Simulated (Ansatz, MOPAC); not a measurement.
Species: diindium oxide, In2O, net charge 0, singlet state. SMILES: [In][O][In]

Atoms: In1, O2, In3. Bonds: In1-O2, O2-In3.

Bond lengths (Å) and angles (degrees) optimised at AM1 with MOPAC; PM7 with MOPAC; HF/STO-3G with Ansatz (a quantum-chemistry and plane-wave program); HF/3-21G with Ansatz; PBE/6-31G* with LANL2DZ past Ar with Ansatz; B3LYP/LANL2DZ with Ansatz, each started from the B3LYP-D3(BJ)/def2-TZVP structure (Ansatz) of the last column. A row stands for all coordinates that are equal there. 6-31G* holds six Cartesian d functions. No wavenumbers were computed at HF/STO-3G, PBE/6-31G* with LANL2DZ past Ar, B3LYP/LANL2DZ, so these may be saddle points.

```csv
coordinate,AM1,PM7,HF/STO-3G,HF/3-21G,PBE/6-31G* with LANL2DZ past Ar,B3LYP/LANL2DZ,B3LYP-D3(BJ)/def2-TZVP
In1-O2,2.084,1.948,1.784,1.946,1.951,1.930,2.016
In1-O2-In3,180.0,180.0,180.0,180.0,180.0,180.0,180.0
```

Mean signed difference of all 2 bond lengths from B3LYP-D3(BJ)/def2-TZVP: AM1 0.068 Å, PM7 -0.069 Å, HF/STO-3G -0.232 Å, HF/3-21G -0.070 Å, PBE/6-31G* with LANL2DZ past Ar -0.065 Å, B3LYP/LANL2DZ -0.087 Å.
